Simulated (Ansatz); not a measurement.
Total energies of Ge₁₉PH₃₆ from Ansatz at r2SCAN0-D4/def2-TZVP, gas phase (1 Eh = 27.2114 eV = 2625.5 kJ/mol). The reference geometry is relaxed at PBE-D4/def2-SVP.

```xyz
56

Ge    1.532   -1.078    3.734
Ge    3.238   -4.396    2.008
Ge    1.812   -3.322   -1.669
Ge   -0.055    2.434    5.064
Ge   -1.498    3.350    1.348
Ge   -1.784    0.964   -3.335
Ge   -0.079   -2.271   -5.169
Ge   -3.453    4.512   -2.087
Ge    3.539   -2.092    2.777
Ge    1.924    1.293    4.191
P    -0.285   -1.317    2.249
Ge    2.317   -1.015   -1.014
Ge    1.505   -4.722    0.314
Ge   -0.149   -3.590   -3.112
Ge   -0.008    1.876    0.078
Ge   -1.987    2.441    3.564
Ge   -3.632    3.590    0.171
Ge   -0.049    0.154   -4.859
Ge   -1.762    3.409   -3.467
Ge   -1.376    0.189   -1.041
H     1.220   -1.786    5.090
H     2.917   -5.284    3.247
H     4.590   -4.895    1.417
H     3.060   -3.884   -2.426
H    -0.449    1.759    6.411
H     0.315    3.914    5.376
H    -0.846    4.755    1.521
H    -3.165    0.448   -3.845
H     1.174   -2.710   -5.984
H    -1.334   -2.636   -6.016
H    -3.122    6.030   -1.984
H    -4.836    4.379   -2.790
H     4.633   -2.100    3.887
H     4.063   -1.203    1.615
H     3.058    1.389    5.255
H     2.432    2.002    2.905
H    -0.401   -2.737    2.465
H    -1.265   -1.011    3.262
H     3.862   -0.772   -0.947
H     1.729    0.039   -2.008
H     1.518   -6.217   -0.125
H     0.107   -4.436    0.931
H    -0.219   -5.101   -3.493
H    -1.437   -3.261   -2.308
H     1.071    1.243    0.998
H     0.733    2.719   -1.000
H    -2.543    0.997    3.409
H    -3.114    3.294    4.221
H    -4.285    2.181    0.085
H    -4.582    4.488    1.019
H     1.345    0.599   -4.334
H    -0.255    0.820   -6.254
H    -0.356    3.907   -3.030
H    -1.963    3.839   -4.951
H    -0.676   -1.196   -1.076
H    -2.725    0.017   -0.287
```

| state | geometry | energy (Eh) |
| --- | --- | --- |
| charge 0 doublet | reference | -39825.82123 |
| charge 1 singlet | reference | -39825.54454 |
| charge -1 singlet | reference | -39825.89722 |
| free Ge atom (triplet) | – | -2076.88736 |
| free P atom (quartet) | – | -341.23714 |
| free H atom (doublet) | – | -0.49987 |

Single mean-field runs in def2-TZVP are fitted with def2-universal-jkfit.

Other spin states of the ions weren't run at this level and may lie lower.

Problem. Work out the vertical ionisation energy to the singlet.

Solution. E(charge 1 singlet) − E(charge 0 doublet) = -39825.54454 − (-39825.82123) = 0.27669 Eh = 7.53 eV. For comparison, −ε of the highest occupied level of the spin that leaves is 6.38 eV at this level, 1.15 eV less.

Problem. Work out the vertical electron affinity, to the singlet.

Solution. E(charge 0 doublet) − E(charge -1 singlet) = -39825.82123 − (-39825.89722) = 0.07599 Eh = 2.07 eV. The basis lacks diffuse functions, which makes affinities too small.

Problem. Give the fundamental gap IE − EA, the Mulliken electronegativity (IE + EA)/2 and the hardness (IE − EA)/2.

Solution. From the values in Eh: IE − EA = 0.27669 − 0.07599 = 0.20070 Eh = 5.46 eV; (IE + EA)/2 = 4.80 eV; (IE − EA)/2 = 2.73 eV.

Problem. What is the binding energy per atom against free atoms?

Solution. Atoms: 19 × (-2076.88736) + 1 × (-341.23714) + 36 × (-0.49987) = -39820.09230 Eh. Binding: -39820.09230 − (-39825.82123) = 5.72893 Eh = 155.89 eV, or 2.78 eV for each of 56 atoms (no zero-point energy, no counterpoise term).
